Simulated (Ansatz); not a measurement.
Geometry optimisation, Ansatz, RKS BLYP-D4/cc-pVDZ.

Input:

```yaml
crystal:
  periodic: [false, false, false]
  atoms:
    - { symbol: Al, position_ang: [0.0, 0.0, 0.0] }
    - { symbol: "N", position_ang: [0.0, 0.0, 1.92] }
    - { symbol: H, position_ang: [-0.877, -0.2713, 2.45] }
    - { symbol: H, position_ang: [0.877, 0.2713, 2.45] }
    - { symbol: O, position_ang: [1.5415, 0.0, -0.89] }
    - { symbol: Si, position_ang: [2.3874, -1.376, -1.352] }
    - { symbol: H, position_ang: [1.4599, -2.3514, -1.9176] }
    - { symbol: H, position_ang: [3.3882, -1.0195, -2.3535] }
    - { symbol: H, position_ang: [3.0504, -1.9546, -0.187] }
    - { symbol: H, position_ang: [-1.351, 0.0, -0.78] }
basis:
  gaussian: { orbitals: cc-pVDZ }
hamiltonian:
  xc: blyp
  dispersion: d4
relax:
  f_tol: 0.02
  max_steps: 40
```

Launched with:

```bash
$ ansatz run input.yaml --threads 2 --pin off --max-ram 3072MiB --backend cpu --events-out ev --progress --plain --runs-dir out
```

Q: Where does it end, and by what steps?

A: It converged. The force dipped under the threshold on the way, but the program's further checks kept it going. After 17 steps the energy has fallen by 0.474 eV; O5 moved furthest, 0.86 Å.

```tsv
step	energy less start (eV)	largest force component (eV/Å)	accepted
0	0.0000	1.958	yes
1	-0.2969	1.129	yes
2	-0.3888	0.370	yes
3	-0.4292	0.523	yes
4	-0.4425	0.406	yes
5	-0.4627	0.233	yes
6	-0.4723	0.058	yes
7	-0.4733	0.037	yes
8	-0.4730	0.055	no
9	-0.4738	0.007	yes
10	-0.4741	0.029	yes
11	-0.4737	0.042	no
12	-0.4741	0.025	yes
13	-0.4742	0.043	yes
14	-0.4743	0.029	yes
15	-0.4744	0.006	yes
16	-0.4744	0.007	yes
17	-0.4745	0.015	yes
```

```xyz
10
Properties=species:S:1:pos:R:3
Al -0.184 -0.126 0.163
N -0.083 0.187 1.924
H -0.851 0.565 2.486
H 0.738 0.027 2.515
O 1.220 -0.761 -0.635
Si 2.489 -1.517 -1.432
H 1.967 -2.555 -2.393
H 3.290 -0.500 -2.204
H 3.400 -2.196 -0.439
H -1.512 0.174 -0.644
```

Run time: 35 s on 2 threads of Arm Neoverse V1, on a shared host, peak memory 0.15 GiB.
